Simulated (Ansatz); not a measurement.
Ansatz (an electronic-structure program) input (B3LYP-D3(BJ)/def2-TZVP):

Ansatz 0.2 input:
```yaml
crystal:
  periodic: [false, false, false]
  atoms:
    - {symbol: C, position_ang: [-1.74584318, -0.16593825, -0.58370671]}
    - {symbol: C, position_ang: [-0.77259300, 0.14786217, 0.24793574]}
    - {symbol: F, position_ang: [-0.92898076, 1.18394514, 1.10618093]}
    - {symbol: C, position_ang: [0.56802786, -0.50267898, 0.37691340]}
    - {symbol: C, position_ang: [1.65721743, 0.43708634, -0.09056228]}
    - {symbol: O, position_ang: [2.51630613, 0.14895931, -0.86971931]}
    - {symbol: H, position_ang: [-1.63978368, -0.97967399, -1.27459620]}
    - {symbol: H, position_ang: [-2.67075623, 0.38160876, -0.58885786]}
    - {symbol: H, position_ang: [0.60293036, -1.43106241, -0.19131106]}
    - {symbol: H, position_ang: [0.75828837, -0.70955433, 1.43510415]}
    - {symbol: H, position_ang: [1.59226799, 1.44323722, 0.36247050]}
basis:
  gaussian:
    orbitals: def2-TZVP
hamiltonian:
  xc: b3lyp
  dispersion: d3bj
relax: {f_tol: 0.002, max_steps: 150}
```

End of the output:

```
relax step  13: F+E_penalty+E_count = -8996.51970636 eV  Δ(F+E_penalty+E_count) = -3.010e-6 eV  max|allowed force component| = 4.565e-3 eV/Å  Δτ_max = 0.0008 Å  (34 SCF iters, accepted)
these checks for a lower state are left out or cut short: starts, cluster_reference, orbital_swaps, neighbouring_geometries, increment
integrals: 0.13 GiB planned
1247 factors; their error is unknown
mean field: 1.17 GiB planned
mean field -8996.16262051 eV, -330.6028784856 hartree, gradient 2.2e-5 eV, S^2 0.000000; 0 other end points of the search recorded, 0 dependent functions left out
the calculation of the forces begins
reference -8996.16287518 eV, -330.6028878447 hartree; 23, 23 occupied and 193, 193 virtual orbitals, 1247 factors
relax step  14: F+E_penalty+E_count = -8996.51970800 eV  Δ(F+E_penalty+E_count) = -1.646e-6 eV  max|allowed force component| = 3.262e-3 eV/Å  Δτ_max = 0.0005 Å  (36 SCF iters, accepted)
these checks for a lower state are left out or cut short: starts, cluster_reference, orbital_swaps, neighbouring_geometries, increment
integrals: 0.13 GiB planned
1247 factors; their error is unknown
mean field: 1.17 GiB planned
mean field -8996.16262083 eV, -330.6028784976 hartree, gradient 2.2e-5 eV, S^2 0.000000; 0 other end points of the search recorded, 0 dependent functions left out
the calculation of the forces begins
reference -8996.16287550 eV, -330.6028878565 hartree; 23, 23 occupied and 193, 193 virtual orbitals, 1247 factors
relax step  15: F+E_penalty+E_count = -8996.51970829 eV  Δ(F+E_penalty+E_count) = -2.829e-7 eV  max|allowed force component| = 2.082e-3 eV/Å  Δτ_max = 0.0002 Å  (36 SCF iters, accepted)
these checks for a lower state are left out or cut short: starts, cluster_reference, orbital_swaps, neighbouring_geometries, increment
integrals: 0.13 GiB planned
1247 factors; their error is unknown
mean field: 1.17 GiB planned
mean field -8996.16262130 eV, -330.6028785148 hartree, gradient 2.2e-5 eV, S^2 0.000000; 0 other end points of the search recorded, 0 dependent functions left out
the calculation of the forces begins
reference -8996.16287597 eV, -330.6028878735 hartree; 23, 23 occupied and 193, 193 virtual orbitals, 1247 factors
relax step  16: F+E_penalty+E_count = -8996.51970844 eV  Δ(F+E_penalty+E_count) = -1.547e-7 eV  max|allowed force component| = 5.253e-4 eV/Å  Δτ_max = 0.0002 Å  (35 SCF iters, accepted)
integrals: 0.13 GiB planned
1247 factors; their error is unknown
mean field: 1.17 GiB planned
mean field evaluation 128: about -8996.1622 eV, gradient 5.5e-1 eV
mean field -8996.16262130 eV, -330.6028785148 hartree, gradient 2.2e-5 eV, S^2 0.000000; 1 other end points of the search recorded, 0 dependent functions left out
the calculation of the forces begins
reference -8996.16287597 eV, -330.6028878735 hartree; 23, 23 occupied and 193, 193 virtual orbitals, 1247 factors
Total energy: -8996.51996311 eV, -330.6160105839 hartree
Atom 0 at    -1.765582    -0.160157    -0.578956 Å, force     0.000525     0.000059     0.000000 eV/Å
Atom 1 at    -0.787302     0.136605     0.256758 Å, force    -0.000110     0.000347     0.000292 eV/Å
Atom 2 at    -0.944676     1.149282     1.149000 Å, force    -0.000029    -0.000203    -0.000019 eV/Å
Atom 3 at     0.561557    -0.488957     0.365437 Å, force    -0.000000    -0.000221    -0.000124 eV/Å
Atom 4 at     1.669495     0.444800    -0.092961 Å, force     0.000288     0.000177     0.000008 eV/Å
Atom 5 at     2.594685     0.089231    -0.770800 Å, force    -0.000060    -0.000204    -0.000117 eV/Å
Atom 6 at    -1.639010    -0.957062    -1.295666 Å, force    -0.000023    -0.000278    -0.000202 eV/Å
Atom 7 at    -2.699918     0.381466    -0.557740 Å, force    -0.000381     0.000167     0.000003 eV/Å
Atom 8 at     0.616411    -1.409756    -0.212009 Å, force    -0.000048     0.000058     0.000094 eV/Å
Atom 9 at     0.754730    -0.726309     1.418964 Å, force     0.000025     0.000019     0.000022 eV/Å
Atom 10 at     1.576691     1.494647     0.247825 Å, force    -0.000188     0.000078     0.000044 eV/Å
Dipole moment:    -0.348702    -0.156037     0.135200 e Å
```
